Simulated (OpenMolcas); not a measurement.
**Mn2+ in tetrahedral coordination: ligands and hosts compared**

- Program: OpenMolcas 26.06
- Method: CASSCF
- Active space: 5 electrons in 5 orbitals (3d)
- Spin-orbit coupling: state interaction with AMFI integrals over the reference wave functions

Distances were set from a Shannon-type radius of the metal (high-spin where two are listed) plus a fixed donor radius (OH 1.33, Br 1.91, F 1.31 Å). Anionic complexes are neutralised by point charges, and hosts are embedded clusters. Ligand basis ANO-RCC-VDZP. States (labels of the rotation group of each site). Energies in cm-1 above the lowest state or level, χT in cm3 K/mol; 10Dq and B are least-squares fits to the states below 45000 cm-1, weighted by degeneracy, with a free offset, and given where the rms deviation is under 5 % of |10Dq| (or 100 cm-1) and under 700 cm-1; 10Dq is negative for this site.

| Ligand or host | R (Å) | Metal basis | Outer charge (e at Å behind ligand) | Ground state | 10Dq | B (rms of fit) | First gap with spin-orbit (degeneracies) | χT at 300 K | First state of another spin |
| --- | --- | --- | --- | --- | --- | --- | --- | --- | --- |
| OH | 1.99 | ANO-RCC-VTZP | 0.5 at 2.6 | 2S+1 = 6 |  |  | 0.1 (4, 2) | 4.386 | 2S+1 = 4: 27509 |
| Br | 2.57 | ANO-RCC-VDZP | 0.5 at 2.6 | 6A1 | -1851 | 1067 (59) | 30138 (6, 4) | 4.386 | 4T1 30149 |
| F | 1.97 | ANO-RCC-VTZP | 0.5 at 2.6 | 6A1 | -3741 | 1079 (97) | 29507 (6, 2) | 4.386 | 4T1 29533 |

The rows also differ in their metal basis, so part of each step comes from that.

Against the free ion in the same method and basis, β = B / B(free) is 1067 / 1108 = 0.96 for Br, 1079 / 1117 = 0.97 for F.

Without dynamic correlation the repulsion within the d shell is too large (B by tens of per cent), so at a given field states of lower spin stand too high. Ligand-to-metal charge-transfer states are missing. With no ligand orbital active B as a rule stays too high, so bands that hang on it stand too high and its fall with covalency is understated. With metal d orbitals alone and no dynamic correlation the field as a rule comes out too small, by tens of per cent, by up to half for chloride and softer ligands. No measured value stands beside these numbers; the geometry is a model, was not optimised and need not be the one that this ion takes.

A state without a sure symmetry label is named by its multiplicity alone.
